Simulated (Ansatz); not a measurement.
Reaction (ligand exchange at a B–Br bond): `BB(O)Br` + NH₃ → `BB(N)O` + HBr

Gas-phase electronic energies from Ansatz, PBE0-D4/def2-TZVP geometries. CCSD(T)/CBS is the MP2 limit (def2-TZVPP, def2-QZVPP) plus CCSD(T) − MP2 in def2-TZVPP, frozen cores. This one scheme is used for every species. Functionals use def2-TZVPP. For Br outer-core shells are correlated without core-valence functions, which leaves a few kJ/mol of doubt a bond. Scalar relativity is left out up to krypton. One conformer a species, not always the lowest.

```tsv
level	ΔE (kJ/mol)	difference from CCSD(T)/CBS
BLYP-D4	-5.1	-1.3
r2SCANh-D4	-1.9	1.9
CAM-B3LYP-D4	-14.4	-10.6
B2PLYP	-7.0	-3.2
PBE-QIDH	-4.0	-0.2
r2SCANh	-2.1	1.7
r2SCAN0	-3.3	0.5
BHLYP	-11.7	-7.9
CAM-B3LYP	-15.7	-11.9
LC-ωPBE	-13.0	-9.2
HF/def2-SVP	-19.1	-15.3
MP2/def2-TZVPP	-1.7	2.1
CCSD(T)/def2-TZVPP	-6.6	-2.8
HF/def2-QZVPP	-12.0	-8.2
SCS-MP2/def2-QZVPP	-4.8	-1.0
MP2/CBS(def2)	1.1	4.9
CCSD(T)/CBS	-3.8	0
```

Largest T1 diagnostic among the species: 0.013.

In def2-TZVPP, CCSD(T) changes the Hartree–Fock value by +4.5 kJ/mol (the triples alone add +2.2 kJ/mol) and MP2 by +9.4 kJ/mol. At CCSD(T), def2-SVP lies −15.0 kJ/mol from the extrapolated value and def2-TZVPP −2.8 kJ/mol.
